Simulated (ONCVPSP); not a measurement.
**An all-electron radial function and its pseudo partner (F)**

Columns: radius, all-electron u(r) and pseudo u(r) of the 2p shell (level -49.11 eV) of fluorine in the configuration [He] 2s2 2p3; LDA (Perdew-Zunger), scalar-relativistic, ONCV scheme, ONCVPSP 4.0.1.

```tsv
r (bohr)	all-electron	pseudo
0.068	0.0868	0.0350
0.135	0.2589	0.1322
0.202	0.4462	0.2777
0.270	0.6187	0.4534
0.338	0.7603	0.6340
0.405	0.8664	0.7957
0.473	0.9415	0.9275
0.540	0.9870	1.0170
0.608	1.0090	1.0658
0.675	1.0110	1.0769
0.742	0.9978	1.0595
0.810	0.9724	1.0218
0.878	0.9381	0.9727
0.945	0.8981	0.9195
1.013	0.8533	0.8646
1.080	0.8066	0.8117
1.148	0.7581	0.7598
1.215	0.7100	0.7104
1.283	0.6618	0.6618
1.350	0.6154	0.6154
1.418	0.5699	0.5699
1.485	0.5270	0.5270
1.553	0.4855	0.4855
1.620	0.4469	0.4469
1.688	0.4099	0.4099
1.755	0.3759	0.3758
```

Question: How many radial nodes do the two functions have?

Answer: The all-electron 2p function has n − l − 1 = 0; the pseudo-wave has 0.

Question: At about which radius was the pseudo-wave matched?

Answer: 1.35 bohr. The columns agree to 0.0005 from 1.22 bohr on; several derivatives are matched, so the curves merge somewhat inside the radius.

Question: Is the pseudo-wave norm-conserving?

Answer: Yes: the ONCV scheme keeps the norm inside the radius equal to the all-electron one, which fixes the energy derivative of the logarithmic derivative at the level.
